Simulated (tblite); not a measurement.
Species: C6H10O2 (charge +1 and doublet state).
Geometry (GFN2-xTB, Å), atoms numbered from 1 in this order:
```
atom  x, y, z in Å
C1     3.150    0.027   -0.621
O2     2.270    0.534    0.343
C3     1.098   -0.149    0.576
C4     0.002    0.312   -0.461
C5    -1.302   -0.177   -0.113
C6    -2.248   -0.825    0.490
C7    -2.773   -0.101   -0.714
O8    -3.530    0.998   -0.631
H9     2.828    0.301   -1.635
H10    3.239   -1.062   -0.563
H11    4.115    0.500   -0.439
H12    0.761    0.130    1.579
H13    1.216   -1.237    0.504
H14    0.298   -0.056   -1.449
H15    0.003    1.407   -0.495
H16   -2.605   -1.376    1.328
H17   -2.909   -0.581   -1.678
H18   -3.623    1.362    0.264
```

Computed geometry: GFN2-xTB, gas phase. This method treats the open shell by occupation alone, without spin polarisation.

Take the most abundant isotopes and a rigid rotor. The values belong to one conformer with, in the numbering `[CH3:1][O:2][CH2:3][CH2:4][C+:5]1[CH:6][C@H:7]1[OH:8]`, C1–O2–C3–C4 -85°, O2–C3–C4–C5 -169°, C3–C4–C5–C6 -7°, C6–C7–O8–H 7°.

Question: What are A, B and C (MHz)?

Answer: Ia = 75.50, Ib = 665.99, Ic = 692.36 u·Å²; 505379 MHz·u·Å²/I gives A = 6693, B = 758.8, C = 729.9 MHz.

Question: What kind of rotor is it?

Answer: A near-prolate asymmetric top. Ray's parameter κ = (2B − A − C)/(A − C) = -0.990; −1 is the prolate and +1 the oblate limit.

Question: What does the inertial defect say?

Answer: Not planar: Δ = Ic − Ia − Ib = -49.13 u·Å². For a rigid frame Δ = −2 Σ m c², so Σ m c² = 24.56 u·Å² lies off the ab plane: 9.81 from hydrogen and 14.75 from heavier atoms. The atom farthest from that plane is 1.50 Å away.

Question: Give the other two planar moments, Paa and Pbb, and the rms extents of the mass along the axes.

Answer: Paa = Σ m a² = (Ib + Ic − Ia)/2 = 641.42 and Pbb = Σ m b² = (Ia + Ic − Ib)/2 = 50.94 u·Å². With the mass M = 114.07 u, the rms extents √(P/M) along a, b and c are 2.37, 0.67, 0.46 Å.

Question: List the rotational levels J(Ka,Kc) to J = 4 (MHz).

Answer: Above 0(0,0):
J = 1: 1(0,1) 1489, 1(1,1) 7423, 1(1,0) 7452
J = 2: 2(0,2) 4466, 2(1,2) 10372, 2(1,1) 10459, 2(2,1) 28263, 2(2,0) 28263
J = 3: 3(0,3) 8932, 3(1,3) 14795, 3(1,2) 14968, 3(2,2) 32729, 3(2,1) 32729, 3(3,1) 62474, 3(3,0) 62474
J = 4: 4(0,4) 14886, 4(1,4) 20692, 4(1,3) 20981, 4(2,3) 38684, 4(2,2) 38686, 4(3,2) 68430, 4(3,1) 68430, 4(4,1) 110073, 4(4,0) 110073
The levels of one J sum to (2J + 1)J(J + 1)(A + B + C)/3.

Question: Estimate the classical rotational partition function at 25 K, 100 K and 500 K.

Answer: Point group C1, symmetry number σ = 1; q = (√π/σ)·√((kT/h)³/(ABC)), k/h = 20836.6 MHz/K: 10900 at 25 K, 87600 at 100 K, 979000 at 500 K.

For this open shell read J as N, the rotation without spin; fine and hyperfine splittings come on top. Its GFN2-xTB frequencies are all real (lowest 45 cm⁻¹). Zero-point vibration and centrifugal distortion are left out.

On Arm Neoverse V1, one thread, no GPU, shared host with 64 logical CPUs at a one-minute load of 26, this took 0.65 s of wall time. This is the geometry optimisation.
